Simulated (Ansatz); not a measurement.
Molecule: C$_{2}$H$_{7}$BO$_{2}$, net charge 0, singlet state. 
Geometry from a B3LYP-D3(BJ)/def2-TZVP (Ansatz, a quantum-chemistry and plane-wave program) optimisation:
```xyz
12

B      0.1629     0.7393     0.2257
O      0.7528    -0.4510    -0.0634
C      2.1594    -0.6318     0.0074
O     -1.1821     0.8705     0.1461
C     -2.0056    -0.2281    -0.2401
H      0.8032     1.6932     0.5545
H      2.6654     0.2863     0.3142
H      2.5289    -0.9350    -0.9732
H      2.3807    -1.4214     0.7269
H     -1.7481    -0.5755    -1.2423
H     -1.8962    -1.0615     0.4562
H     -3.0366     0.1207    -0.2301
```
Charge 0, spin multiplicity 1.

Quantity: atomisation energy (electronic, to ground-state atoms), in kcal/mol. Cores are frozen in the correlated levels unless marked. UHF or UKS for open shells. Spin-orbit coupling is left out. Non-relativistic. The coupled-cluster limit lacks core correlation, which all-electron functionals hold. CBS marks a two-point X^-3 extrapolation of the correlation energy; Hartree-Fock from the larger set. The bracket is a focal-point correction in the basis named.

```
level              program  atomisation energy (kcal/mol)
-----------------  -------  -----------------------------
PBE/def2-TZVPD      Ansatz                         1167.8
r2SCAN/def2-TZVPD   Ansatz                         1152.0
```

### Question
Estimate the value at RI-MP2/CBS(cc-pVTZ,cc-pVQZ)+[CCSD(T)-MP2]/cc-pVTZ as computed with Ansatz.

### Answer
1150.1 kcal/mol
